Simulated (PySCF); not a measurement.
C2H7Cl2Si2 (doublet state).
Structure used (GFN2-xTB), in Å, numbered top down from 1:
```xyz
13
C2H7Cl2Si2 angstrom
Si    -1.9618   -0.3022    0.3208
C     -0.5034    0.9537    0.0997
C      0.5805    0.3903   -0.7045
Cl     0.3231    0.3930   -2.4077
Si     2.0677   -0.5342   -0.0913
Cl     2.1518   -0.2098    1.9033
H     -2.5145   -0.5905   -1.0010
H     -1.4280   -1.5102    0.9454
H     -2.9580    0.3480    1.1722
H     -0.1266    1.2102    1.0887
H     -0.9179    1.8501   -0.3641
H      1.9898   -1.9857   -0.2837
H      3.2928   -0.0121   -0.6955
```

The hyperfine couplings belong to this conformer and change with its torsions.

Identity: `[SiH3]C[C](Cl)[SiH2]Cl` [radical].

Computed with UKS B3LYP, pcH-1 on C Cl H Si, non-relativistic, mean-field spin-orbit, GIAO in PySCF 2.14.0. One conformer (not necessarily the lowest) at the GFN2-xTB geometry, without solvent, vibrations or thermal averaging. A GFN2-xTB geometry isn't a minimum of the functional, and hyperfine couplings can be far from their values at a DFT geometry. The SCF solution wasn't tested for stability.

Principal values of hyperfine tensors in MHz (contact, dipolar and spin–orbit terms together), for some of the nuclei:

| atom | isotope | A1 | A2 | A3 |
| --- | --- | --- | --- | --- |
| Si1 | 29Si | -127.13 | -94.62 | -93.58 |
| C3 | 13C | 22.90 | 24.66 | 237.20 |
| H11 | 1H | 57.05 | 58.36 | 69.25 |
| Si5 | 29Si | 43.85 | 44.65 | 48.94 |
| H13 | 1H | 33.71 | 34.65 | 41.99 |
| H10 | 1H | 21.80 | 22.28 | 34.11 |
| C2 | 13C | -29.57 | -25.93 | -20.32 |
| H9 | 1H | 17.50 | 18.70 | 22.55 |

(1) Split each tensor into its isotropic and traceless parts, and turn a_iso into mT with g = 2.0061.

(2) What spin density at the nucleus of H10 lies behind its contact coupling (g_N = 5.58569)?

(3) H12 (1H, g_N = 5.58569) isn't in the table. Its spin density at the nucleus is 0.01231 bohr⁻³. What is its contact coupling?

(4) Name the largest traceless tensor T of the table and describe it.

(5) In a single crystal, with the field along each principal axis of the tensor of C3 in turn, what first-order splitting does this nucleus give (isotropic g, quadrupole terms neglected)?

Answers

(1) a_iso = (A1 + A2 + A3)/3, Ti = Ai − a_iso; 1 mT corresponds to 28.078 MHz. The tensors hold a spin–orbit part: the run splits a_iso into a_FC + a_SO, and T includes its anisotropic share.

```json
{"atom": "Si1", "a_iso (MHz)": "-105.11", "a_FC": "-105.25", "a_SO": "0.14", "a_iso (mT)": "-3.743", "T1": "-22.02", "T2": "10.49", "T3": "11.53"}
{"atom": "C3", "a_iso (MHz)": "94.92", "a_FC": "94.42", "a_SO": "0.49", "a_iso (mT)": "3.380", "T1": "-72.02", "T2": "-70.26", "T3": "142.28"}
{"atom": "H11", "a_iso (MHz)": "61.55", "a_FC": "61.53", "a_SO": "0.03", "a_iso (mT)": "2.192", "T1": "-4.50", "T2": "-3.19", "T3": "7.70"}
{"atom": "Si5", "a_iso (MHz)": "45.81", "a_FC": "45.85", "a_SO": "-0.04", "a_iso (mT)": "1.632", "T1": "-1.96", "T2": "-1.16", "T3": "3.12"}
{"atom": "H13", "a_iso (MHz)": "36.78", "a_FC": "36.78", "a_SO": "0.01", "a_iso (mT)": "1.310", "T1": "-3.07", "T2": "-2.14", "T3": "5.21"}
{"atom": "H10", "a_iso (MHz)": "26.06", "a_FC": "26.05", "a_SO": "0.01", "a_iso (mT)": "0.928", "T1": "-4.27", "T2": "-3.78", "T3": "8.05"}
{"atom": "C2", "a_iso (MHz)": "-25.27", "a_FC": "-25.32", "a_SO": "0.05", "a_iso (mT)": "-0.900", "T1": "-4.30", "T2": "-0.65", "T3": "4.95"}
{"atom": "H9", "a_iso (MHz)": "19.58", "a_FC": "19.58", "a_SO": "0.00", "a_iso (mT)": "0.697", "T1": "-2.08", "T2": "-0.89", "T3": "2.97"}
```

(2) a_FC = (2μ0/3) gₑ μB g_N μN ρ(0)/(2S·h) = 800.24 MHz × g_N × ρ(0)/(2S), with ρ in bohr⁻³. With a_FC = 26.05 MHz and 2S = 1, ρ(0) = 0.005828 bohr⁻³. In magnitude that is 1.8 % of the 1/π = 0.318 of a free hydrogen atom.

(3) By the same relation, a_FC = 55.0 MHz. Its full tensor has the principal values 52.02, 53.40, 59.70 MHz.

(4) C3: -72.0, -70.3, 142.3 MHz (the dipolar term alone has -71.7, -71.1, 142.8), axial, in the ratio −1:−1:+2, the form that spin in one p orbital centred on that nucleus gives.

(5) 2 lines (I = 1/2), spaced by |A_i|/(g × 13.996): 0.82, 0.88, 8.45 mT along the axes of A1, A2 and A3.
